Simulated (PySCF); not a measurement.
# Electronic structure of Si (silicon, neutral) at the UHF level

Configuration: [Ne] 3s1 3p3, high-spin 5S determinant (an excited configuration). All numbers are calculated (PySCF 2.14, no relativity, point nucleus, in dyall-acv3z (19s12p6d4f, 113 functions)).

- Total energy: -288.762990 hartree
- One-electron energy: -400.0430 hartree
- Hartree (Coulomb) energy: 131.7042 hartree
- Exchange energy: -20.4241 hartree
- Kinetic energy: 288.76310 hartree
- ⟨S²⟩: 6.0001
- ⟨L²⟩: 0.000
- Sum of ⟨r⟩: 14.56 bohr
- Sum of ⟨r²⟩: 32.41 bohr²
- Density at the nucleus (Gaussians lack the cusp): 1750 bohr⁻³
- Spin density at the nucleus: 4.44 bohr⁻³
- Langevin diamagnetic susceptibility: -25.7 ×10⁻⁶ cm³/mol

```tsv
shell	electrons	mean orbital energy (hartree)	rms radius, mean of both spins (bohr)
1s α	1	-68.84900	0.129
1s β	1	-68.81825	0.129
2s α	1	-6.19729	0.615
2s β	1	-6.15119	0.615
2p α	3	-4.30652	0.599
2p β	3	-4.26025	0.599
3s α	1	-0.72276	2.33
3p α	3	-0.34807	2.83
```

Spin-orbit constants ζ (cm⁻¹) from the X2C one-electron operator on these orbitals (non-relativistic here): bare nucleus, nucleus screened by l(l+1)(2l+1)/3 electrons, and screened by the Breit-Pauli mean field of the electrons.

```csv
shell,bare,screened nucleus,mean field
2p,3850,3300,3051
3p,185.3,158.9,144.1
```
